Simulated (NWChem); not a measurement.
Species: C4H4O2; SMILES Oc1ccoc1

```xyz
10

O     -0.0974    -2.0636     0.0000
C     -0.0270    -0.7178     0.0000
C      1.1405     0.1120     0.0000
C      0.6736     1.3942     0.0000
O     -0.6648     1.4132     0.0000
C     -1.1005     0.1295     0.0000
H      0.7938    -2.4242     0.0000
H      2.1823    -0.2043     0.0000
H      1.1738     2.3596     0.0000
H     -2.1729    -0.0360     0.0000
```
Atoms are numbered in this order, from 1.

Results from NWChem. Pople sets run with spherical d functions. Geometry: optimised at PBE0/def2-SVP. Ions are spin-unrestricted doublets at the neutral geometry; other ion states weren't tried.

Q: Order these by “−ε(HOMO) (eV)”, lowest first: PBE0/6-31+G*; PBE0/STO-3G; PBE0/6-31G*.

A: PBE0/STO-3G (3.65), PBE0/6-31G* (5.88), PBE0/6-31+G* (6.19)
